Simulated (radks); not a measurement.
All-electron atom: Mo+ in [Kr] 4d5. Calculated with a radial shooting solver on a logarithmic mesh with Libxc functionals: scalar-relativistic Kohn-Sham, PBE, spin-unpolarised, spherical densities, finite nucleus; Fermi nuclear charge, rms radius 4.4091 fm.

Unscreened Slater integrals over Kohn-Sham orbitals (hartree). Empty in this configuration: 5s.

F0(4d,4d): 0.48361
F2(4d,4d): 0.23487
F4(4d,4d): 0.15086
F0(4d,4p): 0.57260
F2(4d,4p): 0.26655
G1(4d,4p): 0.32503
G3(4d,4p): 0.19625
F0(4d,4s): 0.59113
G2(4d,4s): 0.22642
F0(4d,3d): 0.67129
F2(4d,3d): 0.10735
F4(4d,3d): 0.044646
G0(4d,3d): 0.033401
G2(4d,3d): 0.037279
G4(4d,3d): 0.027974
F0(4d,5s): 0.32777
G2(4d,5s): 0.077026
F0(4p,4p): 0.72735
F2(4p,4p): 0.38140
F0(4p,4s): 0.76562
G1(4p,4s): 0.51756
F0(4p,3d): 0.94537
F2(4p,3d): 0.21487
G1(4p,3d): 0.068472
G3(4p,3d): 0.066006
F0(4p,5s): 0.34827
G1(4p,5s): 0.022952
F0(4s,4s): 0.81130
F0(4s,3d): 1.0354
G2(4s,3d): 0.084156
F0(4s,5s): 0.35184
G0(4s,5s): 0.014428
F0(3d,3d): 2.1939
F2(3d,3d): 1.0803
F4(3d,3d): 0.68629
F0(3d,5s): 0.37156
G2(3d,5s): 0.0074270
F0(5s,5s): 0.27592

Derived for the open shells (J is the average intra-shell exchange parameter used in DFT+U). 4d: Racah B = F2/49 - 5 F4/441 = 0.003083 hartree, C = 35 F4/441 = 0.01197 hartree, C/B = 3.88, F4/F2 = 0.642, J = (F2 + F4)/14 = 0.02755 hartree.
